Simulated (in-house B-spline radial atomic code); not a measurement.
The numbers below are computed, except where a source is named.
# Building a PAW f channel for Hf, r_c = 1.24 bohr

Hf, [Xe] 4f14 5d2 6s2, non-relativistic PBE (a model for so heavy an element), spherical and spin-unpolarised, from an all-electron radial atomic-structure program (B-spline basis) (atomic units; all potentials screened as in the neutral atom).

Two all-electron partial waves φ1, φ2 are integrated outwards at E1 = ε(4f) = -0.862687 and E2 = E1 + 0.5 hartree; φ1 is the bound orbital and φ2 has unit norm inside r_c = 1.2421 bohr. Smooth partners are polynomials, r^4(a0 + a1 r² + a2 r⁴ + a3 r⁶), matched to φ and three derivatives at r_c, with no condition on the norm. The local potential is -26.6793 + (41.9848) r² + (-28.0398) r⁴ + (6.9415) r⁶ inside 1.0169 bohr and the all-electron one outside.

```
wave      φ(r_c)     φ'(r_c)         a0         a1         a2          a3
   1   0.4473774  -0.7220436   3.521403  -5.050629   2.582996  -0.4600693
   2  0.06884256    1.998634  -3.318697   5.209911  -2.729295    0.491841
```

Inside r_c the overlaps are <φi φj> = [[0.93768, -0.94385], [-0.94385, 1.00000]] and, for the smooth waves, [[0.17006, -0.09756], [-0.09756, 0.06748]]. With χj = (Ej − T − V_local) applied to smooth wave j, the program's quadrature gives the matrix B_ij = <smooth i, χj> as [[-0.70649, 0.85693], [0.43378, -0.53891]].

Q: Check the match of the first wave, and find the augmentation charges q_ij.

A: At r_c the four terms are 8.38189, -18.54748, 14.63444, -4.02151, which sum to 0.4474, φ1(r_c) to rounding. q_ij is the all-electron overlap less the smooth one: [[0.76763, -0.84629], [-0.84629, 0.93252]]. The smooth first wave has a norm of 0.1701 inside r_c against 0.9377, and q11 > 0 puts back the missing charge.

Q: B isn't symmetric. Show that D_ij = B_ij + Ej q_ij is.

A: Integrating by parts gives B12 − B21 = (E1 − E2) q12: 0.85693 − (0.43378) = 0.42315, and −0.5 × (-0.84629) = 0.42315. So D12 = 0.85693 + (-0.362687)(-0.84629) = 1.16387 and D21 = 0.43378 + (-0.862687)(-0.84629) = 1.16387; D11 = -1.36871, D22 = -0.87712. The projectors, p = (B⁻¹)ᵀ χ, are dual to the smooth waves; det B = 0.009.

Solving (T + V_local + Σ p D p) ψ = E (1 + Σ p q p) ψ in a sphere of 9 bohr gives these levels:

```tsv
all-electron	one projector	two projectors
-0.862687	-0.862683	-0.862683
0.187428	0.188043	0.187428
0.463345	0.469421	0.463354
0.860014	0.884869	0.860106
1.373710	1.436090	1.374210
```

Q: What does the second projector gain?

A: With one projector the errors are 0.00, +0.61, +6.08, +24.86, +62.38 millihartree. With two the errors are 0.00, 0.00, +0.01, +0.09, +0.50 millihartree. The scattering is exact at E1 and at E2 = -0.363, and over all levels compared the largest error is 0.5 millihartree. The lowest eigenvalue of the overlap operator is 1 with one and 0.9838 with two projectors. The smooth orbital alone needs a cutoff of 58.3 hartree for 1 millihartree of kinetic energy, against 134 for a norm-conserving Troullier-Martins orbital of the same radius; part of the gain comes from giving up the norm, part from the simpler form.
